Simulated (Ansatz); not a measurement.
Mg(Br)(OMe) (CH₃BrMgO), SMILES C[O][Mg][Br].

Geometry optimised at PBE-D3(BJ)/def2-SVP. The structure was generated by enumeration; whether it is a known compound was not checked. The values are those of a single conformer.

Two levels are set side by side: PBE/def2-SVPD (Ansatz, a program for electronic structure) and CAM-B3LYP/def2-SVPD (Ansatz). Energy differences of separate SCF runs at the same geometry; the states with an electron removed or added have multiplicity 2 and 2. Differences are taken from unrounded values.

```csv
quantity,CAM-B3LYP
vertical ionisation energy (eV),9.92
vertical singlet–triplet gap (eV),4.94
```

Problem. What does PBE give, and how far is it from CAM-B3LYP? (The exact figures need the calculation; the answer reports its results.)

Solution. 
| quantity | PBE | PBE minus CAM-B3LYP |
|---|---|---|
| vertical ionisation energy (eV) | 9.13 | -0.79 |
| vertical singlet–triplet gap (eV) | 4.10 | -0.85 |
